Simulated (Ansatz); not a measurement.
This geometry of FGaH₃NS (7 atoms, charge 0, multiplicity 1) is a first-order saddle point.

Method: Ansatz, RHF/def2-TZVP.

```xyz
7
Properties=species:S:1:pos:R:3
N 0.400 1.228 0.147
Ga 0.174 -0.592 0.221
F 1.184 -1.582 1.231
S -1.326 -1.739 -0.897
H 0.218 1.738 0.986
H 1.264 1.557 -0.231
H -1.852 -0.678 -1.502
```

Problem. Which two structures does it join? (They come from a converged band through this point; their orientation in space is the band's.)

Solution. No bond is made or broken. The height of N1 over the plane of its neighbours goes from 0.00 to 0.00 Å. The two ends are copies of one structure, up to a mirror image or an exchange of like atoms. The height can change sign by an inversion or by a turn that exchanges like atoms.

Initial state:

```xyz
7
Properties=species:S:1:pos:R:3
N 0.649 1.111 -0.073
Ga 0.268 -0.630 0.183
F 1.578 -1.637 0.712
S -1.664 -1.645 -0.094
H 0.001 1.801 -0.372
H 1.556 1.489 0.077
H -2.327 -0.558 -0.479
```

Final state:

```xyz
7
Properties=species:S:1:pos:R:3
N 0.650 1.112 -0.068
Ga 0.268 -0.630 0.180
F 1.574 -1.635 0.718
S -1.662 -1.647 -0.106
H 1.554 1.491 0.092
H 0.004 1.800 -0.375
H -2.326 -0.559 -0.487
```

Problem. How far does it lie above each of them?

Solution. 26.5 kJ/mol above the first and 26.5 kJ/mol above the second. This is the barrier of this one path; another mechanism may lie lower.

Time of the run: 3.4 min on 2 threads of AMD EPYC 7R13 Processor (Zen 3), on a shared host, peak memory 0.46 GiB.
